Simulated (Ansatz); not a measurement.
Job for Ansatz (a program for electronic structure): R-B3LYP/def2-TZVPP on H2Zn (SMILES [ZnH2]), a point of a bond scan (R = 1.544 Å).

Ansatz 0.2 input:
```yaml
crystal:
  periodic: [false, false, false]
  atoms:
    - {symbol: Zn, position_ang: [0.00000000, 0.00000000, 0.00000000]}
    - {symbol: H, position_ang: [0.00000000, 0.00000000, 1.54404572]}
    - {symbol: H, position_ang: [-0.00000000, -0.00000000, -1.54404572]}
basis:
  gaussian:
    orbitals: def2-TZVPP
    pivot_positions_ang: [[0.00000000, 0.00000000, 0.00000000], [0.00000000, 0.00000000, 1.54404572], [-0.00000000, -0.00000000, -1.54404572]]
hamiltonian:
  xc: {name: B3LYP}
scf: {lower_state_search: off}
output: {orbitals: {seedname: ./end}}
```

Program output:

```
WARN ansatz: RAYON_NUM_THREADS=1 ignored (pool sized by the plan → 1); use --threads N
Functional definition: B3LYP
these checks for a lower state are left out or cut short: stability, starts, cluster_reference, orbital_swaps, neighbouring_geometries, increment
integrals: 0.02 GiB planned
682 factors; their error is unknown
mean field: 0.24 GiB planned
mean field evaluation 1: about -48451.6588 eV, gradient 3.8e1 eV
mean field evaluation 2: about -48449.4153 eV, gradient 7.6e1 eV
mean field evaluation 4: about -48453.0951 eV, gradient 5.7e-1 eV
mean field evaluation 8: about -48453.1586 eV, gradient 7.9e-2 eV
mean field -48453.15864201 eV, -1780.6207373632 hartree, gradient 2.5e-6 eV, S^2 0.000000; 0 other end points of the search recorded, 0 dependent functions left out
reference -48453.15885094 eV, -1780.6207450412 hartree; 16, 16 occupied and 76, 76 virtual orbitals, 682 factors
Total energy: -48453.15885094 eV, -1780.6207450412 hartree
Checks for a lower state left out: stability, starts, cluster_reference, orbital_swaps, neighbouring_geometries, increment
```

The run converged.

Cost: roughly 1.1 core-seconds.
